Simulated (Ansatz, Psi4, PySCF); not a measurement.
C2H (SMILES [C-]#C), charge -1, singlet, at a GFN2-xTB geometry. Base run: B3LYP/cc-pVTZ run with PySCF.

The PySCF input:
```python
from pyscf import gto, scf, dft

mol = gto.M(
    atom='''
C    -0.00000000   -0.00000000   -0.47996454
C     0.00000000    0.00000000    0.74605881
H    -0.00000000   -0.00000000   -1.59656562
''',
    basis='cc-pvtz',
    charge=-1,
    verbose=3,
)

mf = dft.RKS(mol)
mf.xc = 'b3lyp'
mf.kernel()
```

The same geometry, method and basis name were run in Ansatz (a program for electronic structure) and Psi4 and PySCF, at each program's defaults and at the settings that a row names. The base is PySCF at its defaults. Differences at the defaults can come from grids, fitting, cores and function types together.

```
code and settings                                                                             ΔE vs base (mEh)  basis functions     E (Eh)  SCF cycles
--------------------------------------------------------------------------------------------  ----------------  ---------------  ---------  ----------
PySCF, defaults (exact integrals, its default grid, spherical functions)                                 0.000               74  -76.73931           9
Psi4, defaults (density fitting with its default set, its default grid, spherical functions)             0.012               74  -76.73930           8
Ansatz, defaults (factorised integrals, its default grid, spherical functions)                           0.002               74  -76.73931           -
PySCF, density fitting with def2-universal-jkfit                                                        -0.007               74  -76.73932           9
PySCF, fine grid                                                                                         0.000               74  -76.73931           9
Psi4, exact integrals, spherical functions, fine grid                                                    0.000               74  -76.73931          10
Ansatz, high accuracy                                                                                    0.000               74  -76.73931           -
```
